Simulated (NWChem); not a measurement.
System: C2H7ISi; SMILES C[SiH](C)I

Program: NWChem. All runs use the structure optimised with PBE-D3(BJ)/def2-SVP. No frequency run checked for a minimum. def2 effective core potentials on I; no spin-orbit coupling.

Q: Estimate the computed values for PBE/def2-SVP (core potentials). Quantities: highest occupied level (eV); orbital gap (eV); dipole (D).

A: 
| Item | Value |
|---|---|
| highest occupied level (eV) | -6.12 |
| orbital gap (eV) | 5.20 |
| dipole (D) | 2.34 |
